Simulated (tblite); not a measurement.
Record of a relaxation.

Species: C4H8SeSi.
Bonds: C1–C2, C2–C3 (double), C3–Se4, Se4–C5, C5–Si6, C2–Si6. Hydrogens: H7, H8, H9 on C1; H10 on C3; H11, H12 on C5; H13, H14 on Si6.

Computed with GFN2-xTB (tblite), gas phase: L-BFGS steps from a force-field or distance-geometry start until the largest atomic force falls under 0.01 eV/Å. 8 of its 66 geometries are shown.

Step 0: E = -475.9273 eV, largest atomic force 3.445 eV/Å
```
atom  x, y, z in Å  |  force x, y, z in eV/Å
C1      2.063   -0.364   -0.066   -0.806  -0.395   0.484
C2      0.644    0.212   -0.032    2.903  -1.855   0.045
C3      0.389    1.404   -0.462   -1.182   1.683  -0.570
Se4    -1.476    1.873   -0.299   -0.391   0.859  -0.413
C5     -2.188    0.023   -0.258    0.169   0.168  -1.152
Si6    -0.759   -0.728    0.663   -0.459  -1.662   1.462
H7      2.102   -1.224   -0.765    0.068   0.557   0.445
H8      2.250   -0.732    0.964    0.177   0.091  -0.672
H9      2.805    0.388   -0.330   -0.107  -0.139  -0.046
H10     1.103    2.094   -0.888   -0.242   0.192   0.039
H11    -2.206   -0.315   -1.331   -0.391   0.274   0.985
H12    -3.152   -0.048    0.246    0.170   0.242  -0.365
H13    -0.925   -0.408    2.104    0.070  -0.084  -0.240
H14    -0.650   -2.176    0.432    0.021   0.069  -0.002
```

Step 9: E = -476.2963 eV, largest atomic force 0.267 eV/Å
```
atom  x, y, z in Å  |  force x, y, z in eV/Å
C1      2.065   -0.365   -0.045    0.149   0.008  -0.011
C2      0.673    0.181   -0.011    0.000   0.003  -0.020
C3      0.318    1.389   -0.457    0.207  -0.163   0.044
Se4    -1.494    1.920   -0.431   -0.142   0.120  -0.088
C5     -2.131    0.071   -0.270   -0.048  -0.061   0.058
Si6    -0.758   -0.811    0.711    0.028   0.027   0.058
H7      2.122   -1.206   -0.745   -0.033   0.142   0.072
H8      2.329   -0.753    0.942   -0.002   0.074  -0.085
H9      2.805    0.383   -0.341   -0.146  -0.058   0.026
H10     0.991    2.129   -0.861    0.124   0.040  -0.006
H11    -2.239   -0.294   -1.289   -0.031  -0.106  -0.034
H12    -3.107    0.063    0.203   -0.038   0.080   0.039
H13    -0.915   -0.459    2.134    0.004  -0.161  -0.063
H14    -0.659   -2.247    0.439   -0.071   0.057   0.010
```

Step 19: E = -476.3343 eV, largest atomic force 0.138 eV/Å
```
atom  x, y, z in Å  |  force x, y, z in eV/Å
C1      2.076   -0.339   -0.034   -0.037   0.011   0.031
C2      0.673    0.181    0.009    0.014  -0.135   0.024
C3      0.339    1.384   -0.464    0.069  -0.021  -0.005
Se4    -1.471    1.910   -0.568   -0.085   0.083  -0.041
C5     -2.141    0.088   -0.262    0.006  -0.064   0.038
Si6    -0.770   -0.816    0.712    0.073  -0.006  -0.011
H7      2.129   -1.170   -0.738    0.015   0.019   0.012
H8      2.380   -0.718    0.940   -0.018   0.025   0.040
H9      2.777    0.430   -0.351    0.015   0.018   0.000
H10     1.046    2.115   -0.834   -0.003  -0.023  -0.033
H11    -2.292   -0.364   -1.243   -0.034   0.024  -0.022
H12    -3.106    0.158    0.230    0.009   0.010   0.074
H13    -0.910   -0.610    2.160   -0.010   0.031  -0.013
H14    -0.730   -2.251    0.421   -0.014   0.028  -0.094
```

Step 28: E = -476.3543 eV, largest atomic force 0.168 eV/Å
```
atom  x, y, z in Å  |  force x, y, z in eV/Å
C1      2.095   -0.317    0.007   -0.096   0.035  -0.027
C2      0.675    0.162    0.007    0.010  -0.126   0.111
C3      0.341    1.352   -0.497    0.126   0.003  -0.063
Se4    -1.457    1.882   -0.671   -0.049   0.130   0.015
C5     -2.151    0.103   -0.233   -0.025  -0.080   0.024
Si6    -0.769   -0.837    0.688    0.044  -0.024  -0.046
H7      2.182   -1.148   -0.693    0.046  -0.078   0.059
H8      2.404   -0.664    0.993   -0.063   0.022  -0.047
H9      2.762    0.473   -0.325    0.106   0.044   0.041
H10     1.068    2.060   -0.869   -0.012   0.080  -0.059
H11    -2.393   -0.374   -1.183   -0.087   0.002   0.036
H12    -3.063    0.222    0.344   -0.050   0.029  -0.022
H13    -0.910   -0.673    2.143    0.022  -0.052  -0.061
H14    -0.785   -2.242    0.266    0.028   0.014   0.041
```

Step 37: E = -476.3830 eV, largest atomic force 0.144 eV/Å
```
atom  x, y, z in Å  |  force x, y, z in eV/Å
C1      2.128   -0.290    0.061   -0.143   0.014   0.012
C2      0.696    0.149   -0.029   -0.080  -0.088   0.022
C3      0.354    1.318   -0.577    0.037  -0.003  -0.052
Se4    -1.445    1.852   -0.756   -0.050   0.057  -0.052
C5     -2.195    0.127   -0.185    0.043  -0.015  -0.003
Si6    -0.762   -0.872    0.605   -0.019  -0.012  -0.017
H7      2.291   -1.158   -0.579    0.000   0.020   0.004
H8      2.374   -0.585    1.080   -0.018   0.016   0.017
H9      2.800    0.508   -0.250    0.005  -0.036  -0.001
H10     1.063    2.033   -0.975    0.030   0.024   0.022
H11    -2.602   -0.353   -1.076    0.036   0.018   0.041
H12    -3.026    0.341    0.485    0.080  -0.037   0.024
H13    -0.878   -0.817    2.070    0.039  -0.033  -0.042
H14    -0.800   -2.253    0.104    0.040   0.073   0.026
```

Step 46: E = -476.3989 eV, largest atomic force 0.085 eV/Å
```
atom  x, y, z in Å  |  force x, y, z in eV/Å
C1      2.118   -0.261    0.123   -0.057   0.013   0.019
C2      0.686    0.137   -0.072   -0.015  -0.038   0.002
C3      0.353    1.281   -0.674    0.047   0.059   0.040
Se4    -1.440    1.808   -0.915   -0.017  -0.028   0.014
C5     -2.198    0.166   -0.138   -0.022  -0.045   0.011
Si6    -0.757   -0.907    0.526   -0.026  -0.049   0.005
H7      2.350   -1.155   -0.457   -0.037   0.036   0.014
H8      2.301   -0.491    1.171   -0.001  -0.009   0.001
H9      2.787    0.540   -0.182    0.041  -0.023  -0.020
H10     1.077    1.995   -1.042    0.017   0.044  -0.055
H11    -2.765   -0.322   -0.931    0.031  -0.006   0.055
H12    -2.899    0.458    0.643    0.035   0.030  -0.053
H13    -0.817   -1.002    1.990    0.002   0.022   0.003
H14    -0.797   -2.247   -0.067    0.001  -0.007  -0.036
```

Step 56: E = -476.4029 eV, largest atomic force 0.030 eV/Å
```
atom  x, y, z in Å  |  force x, y, z in eV/Å
C1      2.108   -0.250    0.152    0.009   0.016   0.002
C2      0.684    0.144   -0.077    0.000  -0.017  -0.019
C3      0.355    1.280   -0.698    0.002   0.011   0.002
Se4    -1.444    1.777   -0.975    0.003  -0.013  -0.011
C5     -2.195    0.173   -0.117    0.015  -0.013  -0.004
Si6    -0.752   -0.926    0.494   -0.006   0.000   0.013
H7      2.345   -1.155   -0.407   -0.019  -0.013   0.020
H8      2.270   -0.457    1.208    0.013  -0.025   0.004
H9      2.792    0.537   -0.159    0.019   0.017  -0.016
H10     1.077    1.992   -1.078   -0.004   0.012   0.001
H11    -2.818   -0.326   -0.857   -0.014   0.009  -0.003
H12    -2.838    0.516    0.690   -0.013  -0.009   0.007
H13    -0.791   -1.062    1.955   -0.009  -0.006   0.006
H14    -0.794   -2.243   -0.154    0.005   0.029  -0.003
```

Step 65: E = -476.4035 eV, largest atomic force 0.008 eV/Å
```
atom  x, y, z in Å  |  force x, y, z in eV/Å
C1      2.110   -0.248    0.157    0.002   0.002  -0.002
C2      0.686    0.146   -0.077   -0.005   0.002  -0.001
C3      0.356    1.280   -0.702   -0.004   0.001   0.004
Se4    -1.445    1.765   -0.992    0.008   0.001   0.002
C5     -2.196    0.172   -0.113    0.005   0.003   0.001
Si6    -0.750   -0.925    0.492   -0.001  -0.003   0.000
H7      2.341   -1.159   -0.394   -0.004  -0.005   0.002
H8      2.273   -0.453    1.214    0.001   0.003   0.003
H9      2.798    0.534   -0.160    0.000   0.001  -0.008
H10     1.074    1.996   -1.081   -0.001  -0.003   0.001
H11    -2.832   -0.326   -0.843   -0.001  -0.006  -0.005
H12    -2.830    0.523    0.698   -0.002   0.003   0.005
H13    -0.792   -1.076    1.951   -0.006  -0.001  -0.003
H14    -0.792   -2.232   -0.173    0.007   0.001   0.000
```

**Question.** Summarise the path.

**Answer.** The energy falls by 45.95 kJ/mol from step 0 to step 65; nine tenths of that is first reached at step 29. It falls at every step. The largest force goes from 3.445 to 0.008 eV/Å. Among the bonds C5–Si6 changes most (a near tie, within 0.001 Å, with another), from 1.859 to 1.913 Å; the atoms move by 0.487 Å rms after alignment.

**Question.** Follow the three bonds and two angles with the largest change from start to end.

**Answer.** 
```tsv
step	E above end (kJ/mol)	largest force (eV/Å)	C5–Si6 (Å)	C2–Si6 (Å)	C2=C3 (Å)	Se4–C5–Si6 (°)	C2–C3–Se4 (°)
0	45.95	3.445	1.859	1.826	1.293	96.4	112.8
3	20.77	0.559	1.894	1.891	1.323	99.0	116.8
6	12.86	0.322	1.902	1.880	1.334	103.4	119.3
8	11.10	0.318	1.903	1.882	1.337	103.9	120.0
11	9.54	0.185	1.905	1.887	1.333	104.4	120.6
14	8.20	0.300	1.907	1.881	1.335	105.0	120.5
17	7.01	0.112	1.909	1.886	1.336	105.5	120.6
20	6.50	0.124	1.909	1.890	1.334	106.1	120.7
23	5.96	0.155	1.910	1.883	1.336	106.6	120.9
25	5.52	0.112	1.910	1.882	1.336	106.8	121.3
28	4.75	0.168	1.908	1.884	1.335	107.4	121.7
31	3.73	0.159	1.906	1.879	1.337	107.7	121.7
34	2.75	0.174	1.909	1.882	1.338	107.2	121.9
37	1.98	0.144	1.917	1.889	1.336	107.0	122.1
40	1.39	0.101	1.918	1.885	1.337	107.5	121.9
42	1.06	0.121	1.913	1.885	1.337	107.9	122.1
45	0.53	0.108	1.913	1.881	1.335	108.3	122.4
48	0.33	0.086	1.917	1.878	1.336	108.5	122.0
51	0.18	0.048	1.914	1.881	1.336	108.6	121.7
54	0.11	0.039	1.913	1.880	1.335	108.7	121.7
57	0.04	0.032	1.914	1.879	1.336	108.6	121.8
59	0.02	0.020	1.913	1.880	1.336	108.6	121.8
62	0.01	0.011	1.913	1.880	1.335	108.5	121.8
65	0.00	0.008	1.913	1.880	1.336	108.5	121.7
```

The cost below is that of the whole relaxation. The run took 0.33 s wall on Arm Neoverse V2, one thread, shared host.
